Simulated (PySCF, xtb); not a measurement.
bromine monochloride (BrCl), SMILES ClBr.

GFN2-xTB (xtb 6.7.1) at its own geometry gives an orbital gap of 3.04 eV and a dipole moment of 3.81 D.

Geometry: B3LYP-D3(BJ)/def2-TZVP.

Task: What does r2SCAN/def2-TZVPD (PySCF) give? (The exact figures need the calculation; the answer reports its results.)

Result: gap 2.88 eV (levels -7.42 and -4.54 eV), dipole 0.46 D.
